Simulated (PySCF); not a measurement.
**Ne²⁺ (neon, charge +2) across methods**

[He] 2s2 2p3 3d1, high-spin 5D determinant (an excited configuration). Calculation: PySCF 2.14, in dyall-av3z; the spin-free X2C one-electron Hamiltonian (Gaussian nucleus).

| method | E (hartree) | mean ε 2s β (eV) | mean ε 2p α (eV) | mean ε 3d α (eV) | Σ⟨r²⟩ (bohr²) | ⟨S²⟩ |
| --- | --- | --- | --- | --- | --- | --- |
| PBE0 | -124.7210 | -85.871 | -73.056 | -5.737 | 7.696 | 6.001 |
| r2SCANh | -124.7705 | -84.496 | -72.139 | -5.146 | 7.689 | 6.002 |
| PBE | -124.7112 | -83.133 | -69.166 | -4.816 | 7.715 | 6.001 |
| M06-2X | -124.7882 | -89.237 | -76.407 | -6.673 | 7.685 | 6.001 |
| UHF | -124.54060 | -92.034 | -83.949 | -8.030 | 7.667 | 6.002 |
| LDA | -124.0456 | -82.929 | -69.241 | -4.449 | 7.720 | 6.001 |
| LC-wPBE | -124.7318 | -88.804 | -74.988 | -8.676 | 7.702 | 6.001 |
| r2SCAN | -124.7717 | -83.472 | -70.759 | -4.787 | 7.694 | 6.002 |

Task: Estimate the same row for BLYP.

Result: E (hartree) = -124.8116; mean ε 2s β (eV) = -83.506; mean ε 2p α (eV) = -68.963; mean ε 3d α (eV) = -4.697; Σ⟨r²⟩ (bohr²) = 7.718; ⟨S²⟩ = 6.001.

The outer electron is Rydberg-like, and this basis confines it to a smaller radius and binds it less than a complete one would.
